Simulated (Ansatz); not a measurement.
Consider the formal exchange of groups at the Si–Ge bond: `[GeH3][SiH]1CO1` + silanol → `O[SiH2][SiH]1CO1` + GeH₄.

Calculated with Ansatz (gas phase, PBE0-D4/def2-TZVP geometries, no zero-point term in ΔE). CBS: MP2 limit from def2 TZ/QZ plus the TZ coupled-cluster correction, frozen cores. Functionals use def2-TZVPP. B3LYP here is the variant with VWN-RPA as its local correlation; programs differ in this. For Ge outer-core shells are correlated without core-valence functions, which leaves a few kJ/mol of doubt a bond. Scalar relativity is left out up to krypton. Each species was taken in one conformer, which may not be the lowest.

Q: Is it downhill or uphill in electronic energy at CCSD(T)/CBS, and by how much? (Best estimate.)

A: Computed: Uphill: ΔE = +4.8 kcal/mol.

Q: What do these levels give: PBE-D4, r2SCAN-D4, B3LYP-D4, ωB97X-V, r2SCAN, B3LYP, MP2/def2-TZVPP, SCS-MP2/def2-TZVPP, CCSD/def2-TZVPP, CCSD(T)/def2-TZVPP, HF/def2-QZVPP, SCS-MP2/def2-QZVPP? (Best estimate.)

A: Ansatz gave: PBE-D4 2.3, r2SCAN-D4 3.2, B3LYP-D4 3.7, ωB97X-V 3.5, r2SCAN 3.4, B3LYP 4.6, MP2/def2-TZVPP 5.2, SCS-MP2/def2-TZVPP 5.4, CCSD/def2-TZVPP 4.9, CCSD(T)/def2-TZVPP 4.5, HF/def2-QZVPP 6.1, SCS-MP2/def2-QZVPP 5.4 kcal/mol.

Largest T1 diagnostic among the species: 0.014.

In def2-TZVPP, CCSD(T) changes the Hartree–Fock value by −1.6 kcal/mol (the triples alone add −0.4 kcal/mol) and MP2 by −0.9 kcal/mol. The D4 term adds −0.9 kcal/mol with B3LYP and −0.5 kcal/mol with PBE0; it sums over pairs of atoms, weighted by their polarisabilities, and B3LYP, whose exchange is more repulsive, gets the larger term.
